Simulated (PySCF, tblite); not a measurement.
Isomers of C7H8NS (doublet state), one GFN2-xTB conformer each. Single-point energies are computed at B3LYP/pcH-1 (PySCF, gas phase, no added dispersion term), electronic only. GFN2-xTB treats the open shell by occupation alone, and not every SCF solution was tested for stability.

```
                SMILES  GFN2-xTB relative energy (kcal/mol)
    C/[C]=C\c1nc(C)cs1                                 19.8
    C/C=[C]\c1nc(C)cs1                                  4.9
     S=CCC1=C[CH]NC=C1                                  0.0
      S=CC[C]1C=CN=CC1                                  8.7
C#C[C@](C)(C#N)CS[CH2]                                 71.7
      S=CCC1=CC[N]C=C1                                 14.9
```

Conformers: `[CH3:1]/[C:2]=[CH:3]\[c:4]1[n:5][c:6]([CH3:7])[cH:8][s:9]1` (doublet state) with C2–C3–C4–N5 0°; `[S:1]=[CH:2][CH2:3][C:4]1=[CH:5][CH:6][NH:7][CH:8]=[CH:9]1` (doublet state) with S1–C2–C3–C4 -93°, C2–C3–C4–C5 86°; `[S:1]=[CH:2][CH2:3][C:4]1[CH:5]=[CH:6][N:7]=[CH:8][CH2:9]1` (doublet state) with S1–C2–C3–C4 82°, C2–C3–C4–C5 89°; `[CH:1]#[C:2][C@:3]([CH3:4])([C:5]#[N:6])[CH2:7][S:8][CH2:9]` (doublet state) with C2–C3–C7–S8 -61°, C3–C7–S8–C9 -174°, C7–S8–C9–H 174° and -33°; `[S:1]=[CH:2][CH2:3][C:4]1=[CH:5][CH2:6][N:7][CH:8]=[CH:9]1` (doublet state) with S1–C2–C3–C4 -110°, C2–C3–C4–C5 87°.

Question: What does B3LYP/pcH-1 give for the same structures?

Answer: 
```tsv
SMILES	B3LYP/pcH-1 E (Eh)	B3LYP/pcH-1 (kcal/mol)	GFN2-xTB (kcal/mol)	point group
S=CCC1=C[CH]NC=C1	-724.46054	0.0	0.0	C1
C/C=[C]\c1nc(C)cs1	-724.44830	7.7	4.9	C1
S=CCC1=CC[N]C=C1	-724.44314	10.9	14.9	C1
S=CC[C]1C=CN=CC1	-724.44092	12.3	8.7	C1
C/[C]=C\c1nc(C)cs1	-724.43905	13.5	19.8	Cs
C#C[C@](C)(C#N)CS[CH2]	-724.37807	51.7	71.7	C1
```

Both levels put the same isomer lowest; measured from each level's own lowest isomer, the values differ by up to 20.0 kcal/mol (C#C[C@](C)(C#N)CS[CH2]: 71.7 against 51.7). As drawn, the lowest has an N–H bond, which the highest lacks; the highest has a quaternary carbon, which the lowest lacks. Neighbours under 5.0 kcal/mol apart (C/C=[C]\c1nc(C)cs1 and S=CCC1=CC[N]C=C1; S=CCC1=CC[N]C=C1 and S=CC[C]1C=CN=CC1; S=CC[C]1C=CN=CC1 and C/[C]=C\c1nc(C)cs1) can change places with a better method, another conformer or zero-point energy.

Question: What happens when harmonic zero-point energies from GFN2-xTB frequencies are added?

Answer: 
| SMILES | ZPE (kcal/mol) | electronic (kcal/mol) | with ZPE (kcal/mol) |
| --- | --- | --- | --- |
| S=CCC1=C[CH]NC=C1 | 81.3 | 0.0 | 0.0 |
| C/C=[C]\c1nc(C)cs1 | 79.7 | 7.7 | 6.1 |
| S=CCC1=CC[N]C=C1 | 80.5 | 10.9 | 10.1 |
| S=CC[C]1C=CN=CC1 | 80.5 | 12.3 | 11.5 |
| C/[C]=C\c1nc(C)cs1 | 79.7 | 13.5 | 11.9 |
| C#C[C@](C)(C#N)CS[CH2] | 77.5 | 51.7 | 47.9 |

The zero-point energies span 3.8 kcal/mol. The order is unchanged.
